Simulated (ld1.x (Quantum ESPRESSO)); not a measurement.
**Ag, RRKJ: configuration errors across variants**

silver, norm-conserving RRKJ (Kleinman–Bylander form), made with ld1.x (Quantum ESPRESSO) 7.5 (LDA (PZ), fully relativistic). Core [Ar] 3d10 4s2, reference 4p6 4d10 5s1 5p0. Waves: 4p (bound): rc 1.40 bohr; 4d (bound): rc 1.30 bohr; 5s (bound): rc 2.70 bohr. Local part: the s channel. Core correction: Bessel-smoothed model core inside 1.10 bohr. rho0 = 0.02.

Open shells are filled in proportion to 2j + 1 (rel_dist='average').

All-electron excitation energies from the reference (eV): (1) 4p6 4d10 5s0 5p0 8.104; (2) 4p6 4d9 5s0 5p0 30.489; (3) 4p6 4d8 5s0 5p0 66.920; (4) 4p6 4d9 5s1 5p0 13.381; (5) 4p6 4d7 5s0 5p0 118.842; (6) 4p6 4d10 5s0 5p1 4.017; (7) 4p6 4d10 5s0.5 5p0 3.187.

Errors AE − PS in meV (a dash: test not solved or not reliable):

```csv
change,(1),(2),(3),(4),(5),(6),(7),bound ghosts
base,-8.2,-92,-440,-66,-1111,-485,-1.4,none
wave 5s (bound): rc 2.70 bohr becomes 5s (bound): rc 2.28 bohr,-9.9,-80,-400,-78,-1021,-489,-1.9,none
wave 5s (bound): rc 2.70 bohr becomes 5s (bound): rc 2.78 bohr,-7.8,-96,-456,-63,-1144,-485,-1.3,none
wave 5s (bound): rc 2.70 bohr becomes 5s (bound): rc 3.08 bohr,-7.3,-129,-552,-43,-1334,-487,-0.9,none
wave 5s (bound): rc 2.70 bohr becomes 5s (bound): rc 3.52 bohr,-11,-204,-752,-6.3,-1702,-498,-0.9,none
wave 5s (bound): rc 2.70 bohr becomes 5s (bound): rc 3.94 bohr,-25,-320,-1030,+40,-2180,-520,-2.2,none
```

(1) Give the same row for: wave 5s (bound): rc 2.70 bohr becomes 5s (bound): rc 1.90 bohr.

Results:

(1) -7.4, -77, -390, -63, -1003, -464, -1.3; bound ghosts: none.
